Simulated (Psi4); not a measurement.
HAlClFO, singlet, at a GFN2-xTB geometry (such geometries of metal compounds can be far from the true shape).

Psi4 was given this input:
```
memory 2 GB

molecule mol {
0 1
Al    0.165795    0.132861   -0.316248
F     1.808627    0.253154   -0.465768
Cl   -0.667113   -0.575583    1.374743
O    -0.768158    0.604371   -1.578109
H    -0.946783    0.944349   -2.442612
}

set {
  basis pcseg-1
  reference rhf
  freeze_core true
}

energy('mp2')
print_variables()
```

Problem. What does this run give for the MP2 correlation energy, nuclear repulsion energy, number of basis functions, total energy?

Solution. 
| Quantity | Result |
|---|---|
| MP2 correlation energy | -0.5581 Eh |
| nuclear repulsion energy | 201.2716 Eh |
| number of basis functions | 69 |
| total energy | -876.9635 Eh |
